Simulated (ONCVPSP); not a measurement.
Ranking ONCV potentials for Cd

All share these settings but for the change named:

- Element: cadmium (Cd)
- Generator: ONCVPSP 4.0.1
- Type: optimised norm-conserving Vanderbilt (ONCV)
- Functional: PBE
- Relativity: scalar-relativistic
- Frozen core: [Ar] 3d10
- Valence charge: 20
- Reference configuration: 4s2 4p6 4d10 5s1 (charge +1)
- Partial waves: 4s+5s: rc 1.65 bohr, ncon 4, nbas 8, qcut 6.4 1/bohr, 3 projectors, debl 3.1 Ha; 4p: rc 1.10 bohr, ncon 3, nbas 6, qcut 8.7 1/bohr, 2 projectors, debl 2 Ha; 4d: rc 1.80 bohr, ncon 3, nbas 8, qcut 7.7 1/bohr, 2 projectors, debl 1.9 Ha
- Local potential: polynomial inside 1.05 bohr (lpopt 5, dvloc0 0 Ha)
- Core correction: Teter function, fcfact 4.25, rcfact 1.2

In the p channel the program set the typed energies aside and used -2.786, 0.250 Ha.

Test errors are all-electron minus pseudo excitation energies from the reference, over 4s2 4p6 4d10 5s2; 4s2 4p6 4d10 5s0; 4s2 4p6 4d9 5s0; 4s2 4p6 4d10 5s0 5p1. None of these files shows a bound ghost.

The base gives 5.8 meV.

Of 7 variants that were run, those that failed, showed a ghost or another fault, or gave nearly equal values are left out.

A variant can come out equal or close to the base, since the largest error may sit in a test that the change hardly touches while other tests move.

Rank these variants by their largest absolute test error, smallest first.
A. s: qcut 3.8
B. core correction none
C. d: qcut 10.6

B (4.4 meV), A (6.0 meV), C (6.9 meV).
